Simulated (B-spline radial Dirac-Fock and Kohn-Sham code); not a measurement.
# X-ray form factors of xenon in several charge states

Level of theory: relativistic Hartree-Fock (Dirac-Fock) wave functions, averaged over the configuration; a radial finite-basis atomic code.

Configurations: Xe³²⁺ [Ar] 3d4; Xe³³⁺ [Ar] 3d3; Xe³⁴⁺ [Ar] 3d2; Xe³⁵⁺ [Ar] 3d1; Xe³⁸⁺ [Ne] 3s2 3p4; Xe³⁹⁺ [Ne] 3s2 3p3. The first column is f₀ of Xe³²⁺, the others are differences from it.

```csv
s (Å⁻¹),Xe³²⁺,Δ Xe³³⁺,Δ Xe³⁴⁺,Δ Xe³⁵⁺,Δ Xe³⁸⁺,Δ Xe³⁹⁺
0,22.000,-1.000,-2.000,-3.000,-6.000,-7.000
0.05,21.979,-0.998,-1.997,-2.995,-5.990,-6.989
0.1,21.916,-0.993,-1.987,-2.981,-5.961,-6.954
0.15,21.812,-0.985,-1.970,-2.957,-5.913,-6.898
0.2,21.667,-0.973,-1.948,-2.923,-5.846,-6.819
0.25,21.482,-0.959,-1.919,-2.881,-5.760,-6.720
0.3,21.260,-0.941,-1.885,-2.830,-5.658,-6.600
0.35,21.002,-0.921,-1.844,-2.771,-5.539,-6.461
0.4,20.710,-0.898,-1.799,-2.705,-5.405,-6.305
0.45,20.386,-0.872,-1.750,-2.632,-5.257,-6.132
0.5,20.033,-0.845,-1.696,-2.552,-5.097,-5.943
0.6,19.251,-0.785,-1.577,-2.378,-4.743,-5.529
0.7,18.384,-0.719,-1.448,-2.187,-4.355,-5.075
0.8,17.459,-0.650,-1.312,-1.986,-3.946,-4.596
0.9,16.497,-0.580,-1.174,-1.780,-3.527,-4.104
1,15.521,-0.510,-1.036,-1.576,-3.109,-3.614
1.1,14.551,-0.443,-0.902,-1.377,-2.702,-3.135
1.2,13.605,-0.380,-0.776,-1.187,-2.314,-2.679
1.4,11.841,-0.266,-0.549,-0.847,-1.617,-1.860
1.6,10.308,-0.175,-0.365,-0.569,-1.050,-1.195
```

Values without a named source are computed, but for edge energies of neutral atoms, which are taken from tables.
